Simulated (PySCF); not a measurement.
C2H8AsB.
SMILES with atom numbers: `[BH2:1][AsH:2][CH2:3][CH3:4]` (hydrogens: H5, H6 on B1; H7 on As2; H8, H9 on C3; H10, H11, H12 on C4)

Geometry (GFN2-xTB, Å), atoms numbered from 1 in this order:
```xyz
12
C2H8AsB angstrom
B      2.4425   -0.2877    0.4550
As     0.8159    0.6893    0.9971
C     -0.5507   -0.4291    0.0490
C     -1.9166    0.2422    0.0027
H      3.4444    0.2704    0.2193
H      2.4625   -1.4600    0.4721
H      0.9088    1.7610   -0.0584
H     -0.6195   -1.3776    0.5898
H     -0.2103   -0.6556   -0.9646
H     -2.6428   -0.3862   -0.5126
H     -1.8537    1.1957   -0.5223
H     -2.2794    0.4369    1.0117
```

Vertical excitations from PySCF (density fitting, frozen core in the response, grid level 2 and gas phase unless stated; continuum runs use non-equilibrium linear response for the excitations) on a GFN2-xTB geometry. Reference run:

```tsv
settings	S1, eV (f)	S2, eV (f)	S3, eV (f)	S4, eV (f)	S5, eV (f)	S6, eV (f)	T1, eV (Tamm–Dancoff)	mean α (au)
PBE0/def2-SVPD, full TDDFT, 6 singlets	4.16 (0.055)	5.28 (0.052)	5.73 (0.013)	6.18 (0.040)	6.65 (0.004)	6.73 (0.089)	3.10	74.4
```

Problem. What do these settings give: HF/def2-SVPD, TDHF, 12 singlets?

Solution. 
```csv
settings,"S1, eV (f)","S2, eV (f)","S3, eV (f)","S4, eV (f)","S5, eV (f)","S6, eV (f)","T1, eV (Tamm–Dancoff)",mean α (au)
"HF/def2-SVPD, TDHF, 12 singlets",4.90 (0.046),6.53 (0.116),6.63 (0.053),6.76 (0.028),7.28 (0.117),8.03 (0.222),3.75,70.0
```

S1 moves by +0.74 eV (HF has 100 % exact exchange, PBE0 25 % exact exchange). States are counted by energy in each run and needn't keep their character from row to row.

Problem. Give the leading configurations of S1 (H = HOMO, L = LUMO) and the HOMO–LUMO gap of each run.

Solution. 
```csv
settings,S1 configurations (weight),S1 (eV),orbital gap (eV),S1 − gap (eV)
"PBE0/def2-SVPD, full TDDFT, 6 singlets",H→L 0.92,4.16,5.24,-1.08
"HF/def2-SVPD, TDHF, 12 singlets","H→L 0.68, H−1→L 0.14",4.90,10.93,-6.03
```

 Relativistic effects, spin–orbit coupling among them, are left out although an element past zinc is present.

One conformer stands for the species.
